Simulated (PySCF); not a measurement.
Sc: excitation energy

Sc [Ar] 3d1 4s2 (2D) → Sc [Ar] 3d2 4s1 (4F), as a difference of total energies. All numbers are calculated (PySCF 2.14, the spin-free X2C one-electron Hamiltonian (Gaussian nucleus), in aug-cc-pwCVTZ-DK (10s9p7d4f3g, 127 functions)). Correlated levels: valence: [Ar] frozen; valence and next inner shell: [Ne] frozen; nothing frozen. The calculations carry no spin-orbit coupling.

```
                                method  excitation energy (eV)
                                   UHF                   1.107
                                   LDA                   0.641
                                   PBE                   0.576
                                  PBE0                   0.710
                               wB97M-V                   1.151
                                  MN15                   1.525
                                revPBE                   0.566
                         MP2 (valence)                   1.542
                     SCS-MP2 (valence)                   1.885
    MP2 (valence and next inner shell)                   1.343
SCS-MP2 (valence and next inner shell)                   1.663
                   MP2 (all electrons)                   1.344
               SCS-MP2 (all electrons)                   1.665
```

**Question.** How much does correlation contribute at MP2 (all electrons)?

**Answer.** 1.344 − (1.107) = 0.237 eV, measured against UHF.

Errors of the correlated levels include the incompleteness of this basis and the frozen core.

For comparison: 1.427 eV (measured; NIST levels, between the centres of gravity of the two terms).
